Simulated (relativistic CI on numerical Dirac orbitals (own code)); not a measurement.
Calculated at this level of theory: Dirac-Coulomb-Breit CI, KLI orbitals optimised for each configuration, model QED, unscaled Slater integrals (own radial code, finite nucleus).

The strongest absorption lines from the ground level of an ion, among the configurations computed and to levels below about 8560 eV (vacuum wavelength in nm, gf): 0.19627 (0.084), 0.20045 (0.071), 0.26903 (0.24), 0.27834 (0.0036), 0.28543 (0.26), 0.59818 (0.00034), 1.4534 (0.7), 6.6052 (0.05).

**Question.** Which ion is it?
A. Bi73+
B. Bi69+
C. Ir65+
D. Bi71+

**Answer.** D. Bi71+ has 12 electrons and the ground level 3s² ¹S0; the strongest line goes to 3s3p ¹P°1. The pattern of lines fixes the number of electrons, and along that sequence the line energies rise steadily with the charge (about as its square where n changes within one kind of shell, about linearly where n is kept but much faster in heavy ions where fine structure, which grows about as Z⁴, sets the gap, and irregularly where shells cross), which fixes Z. Configurations outside the model, such as inner-shell arrays, can give stronger lines. At this charge energies of transitions that change n are usually good to better than 1 %, and those within a shell (Δn = 0) to a few per cent.

LS names give the leading component of a level, which can be under half, so a name can repeat, a term be missing and a line seem to break the LS rules.
